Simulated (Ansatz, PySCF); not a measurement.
Complex: HF (SMILES F) (first 2 atoms) with CH2F2 (SMILES FCF); geometry from B3LYP-D3(BJ)/def2-TZVP.
(charge 0, multiplicity 1):
```json
[
 {"atom": "F", "x (Å)": "-0.1266", "y (Å)": "0.0956", "z (Å)": "-0.0637"},
 {"atom": "H", "x (Å)": "0.1928", "y (Å)": "0.6239", "z (Å)": "0.6339"},
 {"atom": "F", "x (Å)": "0.7564", "y (Å)": "0.8891", "z (Å)": "2.3594"},
 {"atom": "C", "x (Å)": "0.3893", "y (Å)": "-0.1900", "z (Å)": "3.1436"},
 {"atom": "F", "x (Å)": "-0.7133", "y (Å)": "0.1605", "z (Å)": "3.8436"},
 {"atom": "H", "x (Å)": "1.2094", "y (Å)": "-0.3886", "z (Å)": "3.8326"},
 {"atom": "H", "x (Å)": "0.1512", "y (Å)": "-1.0206", "z (Å)": "2.4800"}
]
```

Basis-set superposition error: the interaction energy with monomers in their own basis, and in the dimer's basis (counterpoise).

Programs: Ansatz (Gaussian orbitals); PySCF for 6-31G* rows, M06-2X. Each number belongs to the level named beside it.

```tsv
level	uncorrected (kcal/mol)	counterpoise (kcal/mol)	difference
HF/6-31G*	-5.40	-3.22	2.17
HF/aug-cc-pVDZ	-3.52	-3.08	0.44
HF/aug-cc-pVTZ	-3.19	-3.01	0.17
M06-2X/def2-TZVPPD	-4.67	-4.59	0.08
MP2/aug-cc-pVTZ	-4.56	-3.94	0.62
SCS-MP2/aug-cc-pVDZ	-4.26	-3.21	1.05
SCS-MP2/aug-cc-pVTZ	-4.16	-3.49	0.67
SCS-MP2/aug-cc-pVQZ	-4.05	-3.69	0.37
CCSD/aug-cc-pVTZ	-4.50	-3.88	0.62
CCSD(T)/aug-cc-pVTZ	-4.74	-4.10	0.65
```

The error is largest for HF/6-31G* (2.17 kcal/mol) and smallest for M06-2X/def2-TZVPPD (0.08 kcal/mol).

Ansatz is a program for electronic structure.
